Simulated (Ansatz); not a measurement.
Relaxation of ClH3O2Sn (7 atoms, charge 0, multiplicity 1), to a largest force component of 0.02 eV/Å in at most 40 steps.

Level of theory: Ansatz, RKS PBE-D4/def2-SVP.

```xyz
7
Properties=species:S:1:pos:R:3:forces:R:3
Sn 0.000 0.000 0.000 -0.59 -1.07 0.82
Cl 0.000 0.000 2.410 0.03 0.06 -0.52
O 1.848 0.000 -0.653 1.18 -1.05 -0.42
H 2.165 -0.952 -0.769 -0.48 1.33 0.22
O -0.923 1.599 -0.653 -1.48 0.49 -0.56
H -1.881 1.369 -0.875 1.36 0.28 0.36
H -0.820 -1.420 -0.579 -0.02 -0.04 0.10
```

Problem. Where does it end, and by what steps?

Solution. The forces met the threshold. After 19 steps the energy has fallen by 0.288 eV; H4 moved furthest, 1.19 Å.

```tsv
step	energy less start (eV)	largest force component (eV/Å)	accepted
0	0.0000	1.477	yes
1	-0.0992	1.178	yes
2	-0.1059	1.314	yes
3	-0.1386	0.275	yes
4	-0.1717	0.287	yes
5	-0.1751	0.474	yes
6	-0.1906	0.228	yes
7	-0.2067	0.360	yes
8	-0.2391	0.280	yes
9	-0.2652	0.243	yes
10	-0.2696	0.210	yes
11	-0.1578	2.042	no
12	-0.2808	0.106	yes
13	-0.2856	0.029	yes
14	-0.2873	0.054	yes
15	-0.2873	0.111	no
16	-0.2877	0.027	yes
17	-0.2878	0.046	yes
18	-0.2815	0.551	no
19	-0.2880	0.014	yes
```

```xyz
7
Properties=species:S:1:pos:R:3
Sn -0.180 -0.385 -0.164
Cl -0.257 -0.040 2.186
O 1.710 -0.602 -0.758
H 2.212 0.221 -0.592
O -0.942 1.297 -0.936
H -1.148 1.909 -0.201
H -1.006 -1.804 -0.653
```

Whether the end is a true minimum wasn't checked by a vibrational analysis.

Run time: 92 s on 1 thread of Arm Neoverse N1, with other jobs on the host, peak memory 0.12 GiB.
